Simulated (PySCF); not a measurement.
**Indium: a sound run and one with changed settings**

Sound run: In⁺ [Kr] 4d10 5s2, In²⁺ [Kr] 4d10 5s1. Computed with PySCF 2.14 in cc-pVTZ-PP with ECP28MDF (5s4p3d1f, 39 functions), with scalar relativity through the core potential. The sound run starts from symmetry-adapted Hartree-Fock orbitals and uses a fine grid where one is needed.

Changed run: radial step 0.5 in ln r (0.13 in the sound run). This setting is unsound on purpose.

```csv
species,method,sound run (hartree),changed run (hartree),converged
In⁺,UHF,-189.01875,-189.01875,yes
In⁺,MN15,-189.49859,-189.14084,yes
In⁺,TPSS,-189.82954,-189.85403,yes
In²⁺,UHF,-188.39358,-188.39358,yes
In²⁺,MN15,-188.80199,-188.44050,yes
In²⁺,TPSS,-189.13967,-189.16654,yes
```

Ionisation energy of In⁺:

```json
{"method": "UHF", "sound run (eV)": "17.012", "changed run (eV)": "17.012"}
{"method": "MN15", "sound run (eV)": "18.955", "changed run (eV)": "19.057"}
{"method": "TPSS", "sound run (eV)": "18.773", "changed run (eV)": "18.708"}
```

A coarse radial grid mis-integrates the density and the exchange-correlation energy, with errors of either sign; Hartree-Fock needs no grid.

For comparison, NIST gives 18.870 eV between the lowest levels.
